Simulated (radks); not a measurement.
Results of a calculation; reference values are marked as such.
Task: Ionisation ladder of iridium, from Ir I to Ir XXII. Each ion is in the ground configuration listed by NIST, and IE = E(next ion) - E(this ion). Code: a radial shooting solver on a logarithmic mesh with Libxc functionals. Model: scalar-relativistic Kohn-Sham, SCAN, spin-polarised, spherical densities, finite nucleus; open shells are filled with parallel spins first (spin-orbit coupling, left out, can overturn this in heavy ions); meta-GGA in the generalised Kohn-Sham scheme; Fermi nuclear charge, rms radius 5.4032 fm.

| species | configuration | IE, Delta-SCF (eV) | -e(HOMO) (eV) | HOMO |
|---|---|---|---|---|
| Ir I | [Xe] 4f14 5d7 6s2 | 9.218 | 6.124 | 5d down |
| Ir II | [Xe] 4f14 5d7 6s1 | 18.316 | 13.841 | 5d down |
| Ir III | [Xe] 4f14 5d7 | 28.782 | 23.027 | 5d down |
| Ir IV | [Xe] 4f14 5d6 | 40.824 | 34.712 | 5d down |
| Ir V | [Xe] 4f14 5d5 | ? | 52.558 | 5d up |
| Ir VI | [Xe] 4f14 5d4 | 74.226 | 66.827 | 5d up |
| Ir VII | [Xe] 4f14 5d3 | 89.472 | 81.779 | 5d up |
| Ir VIII | [Xe] 4f14 5d2 | 105.28 | 97.328 | 5d up |
| Ir IX | [Xe] 4f14 5d1 | ? | 113.38 | 5d up |
| Ir X | [Xe] 4f14 | 198.21 | 188.69 | 5p |
| Ir XI | [Kr] 4d10 4f14 5s2 5p5 | 218.72 | 208.19 | 5p down |
| Ir XII | [Kr] 4d10 4f14 5s2 5p4 | 238.87 | 229.46 | 5p down |
| Ir XIII | [Kr] 4d10 4f14 5s2 5p3 | 265.21 | 255.16 | 5p up |
| Ir XIV | [Kr] 4d10 4f14 5s2 5p2 | 286.79 | 275.71 | 5p up |
| Ir XV | [Kr] 4d10 4f14 5s2 5p1 | 308.24 | 298.24 | 5p up |
| Ir XVI | [Kr] 4d10 4f14 5s2 | 375.60 | 356.73 | 4f |
| Ir XVII | [Kr] 4d10 4f13 5s2 | 414.26 | 394.76 | 4f down |
| Ir XVIII | [Kr] 4d10 4f12 5s2 | ? | 429.68 | 5s down |
| Ir XIX | [Kr] 4d10 4f12 5s1 | ? | 458.13 | 5s up |
| Ir XX | [Kr] 4d10 4f12 | 515.72 | 494.97 | 4f down |
| Ir XXI | [Kr] 4d10 4f11 | 558.06 | 536.77 | 4f down |
| Ir XXII | [Kr] 4d10 4f10 | 601.49 | 579.67 | 4f down |

Estimate the withheld Delta-SCF values.

Result: Ir V: 59.610 eV (NIST 57); Ir IX: 121.48 eV (NIST 123); Ir XVIII: 440.49 eV (NIST 445); Ir XIX: 469.32 eV (NIST 472).
